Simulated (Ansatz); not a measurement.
Cost and result for the atomization energy of CH8FNO2Si2, SMILES `CN([SiH2]F)[SiH](O)O` (15 atoms, 14 bonds).

```xyz
15

C     0.3327    1.7719   -0.2953
N    -0.0127    0.4005    0.0811
Si   -0.7229    0.0474    1.5932
F    -2.1971   -0.5697    1.3897
Si    0.2472   -0.8437   -1.0897
O    -0.4949   -2.1882   -0.5171
O     1.8143   -1.2117   -1.3518
H    -0.0018    1.9928   -1.3138
H    -0.1485    2.4902    0.3719
H     1.4121    1.9441   -0.2523
H    -0.8620    1.3150    2.3475
H     0.0073   -0.9859    2.3598
H    -0.2450   -0.3706   -2.4003
H    -1.4202   -2.1282   -0.2689
H     2.2915   -1.6639   -0.6539
```

Charge 0, multiplicity 1. Geometry: relaxed with PBE0-D4/def2-TZVP. It is one conformer, not always the lowest. Program: Ansatz. All runs use 2 threads of an AMD EPYC 7R13 on a shared host and a share of an NVIDIA H100 80 GB. Times are those of one run each, without the atoms' runs, and a repeat can differ threefold. Electronic energies, without spin–orbit coupling; frozen cores. CCSD(T)/CBS adds CCSD(T) − MP2 in def2-TZVPP to the MP2 limit, and its time is that of the two runs behind it. T1 = 0.012. B3LYP takes the VWN-RPA correlation (the form of Gaussian; ORCA's B3LYP/G).

CCSD(T)/CBS is a level of theory with its own doubt, some kJ/mol a heavy atom from the limit and from the frozen cores, so smaller differences don't rank the functionals.

| level | functions | wall time |
| --- | --- | --- |
| PBE-D4/def2-TZVPP (with forces) | 351 | 9.5 s |
| B3LYP-D4/def2-TZVPP (with forces) | 351 | 12 s |
| r2SCAN-D4/def2-TZVPP (with forces) | 351 | 14 s |
| ωB97X-V/def2-TZVPP | 351 | 14 s |
| B2PLYP/def2-TZVPP | 351 | 15 s |
| PBE0-D4/def2-TZVPP | 351 | 15 s |
| ωB97M-V/def2-TZVPP (with forces) | 351 | 16 s |
| MP2/def2-QZVPP | 665 | 16 s |
| CCSD(T)/def2-TZVPP | 351 | 17 s |
| CCSD(T)/CBS(def2) | – | 33 s |

Q: What atomization energy does each give, and how far from CCSD(T)/CBS? (Best estimate.)

A: The calculation gave: 
| level | atomization (kcal/mol) | difference from CCSD(T)/CBS | per bond |
| --- | --- | --- | --- |
| PBE-D4/def2-TZVPP (with forces) | 1388.6 | 5.2 | 0.4 |
| B3LYP-D4/def2-TZVPP (with forces) | 1373.6 | -9.8 | -0.7 |
| r2SCAN-D4/def2-TZVPP (with forces) | 1375.0 | -8.4 | -0.6 |
| ωB97X-V/def2-TZVPP | 1382.4 | -1.0 | -0.1 |
| B2PLYP/def2-TZVPP | 1361.2 | -22.2 | -1.6 |
| PBE0-D4/def2-TZVPP | 1363.5 | -19.9 | -1.4 |
| ωB97M-V/def2-TZVPP (with forces) | 1382.2 | -1.2 | -0.1 |
| MP2/def2-QZVPP | 1395.5 | 12.1 | 0.9 |
| CCSD(T)/def2-TZVPP | 1341.5 | -41.9 | -3.0 |
| CCSD(T)/CBS(def2) | 1383.4 | 0.0 | 0.0 |

In def2-TZVPP, CCSD(T) changes the Hartree–Fock value by +348.4 kcal/mol (the triples alone add +19.4 kcal/mol) and MP2 by +377.0 kcal/mol; breaking electron pairs costs correlation energy, which Hartree–Fock lacks. The D4 term adds +14.7 kcal/mol with B3LYP and +7.8 kcal/mol with PBE0; it sums over pairs of atoms, weighted by their polarisabilities, and B3LYP, whose exchange is more repulsive, gets the larger term. From PBE to PBE0 (25 % exact exchange), in def2-TZVPP and without D4, the atomization energy moves by −23.8 kcal/mol: exact exchange takes away binding that semilocal exchange gives to molecules.
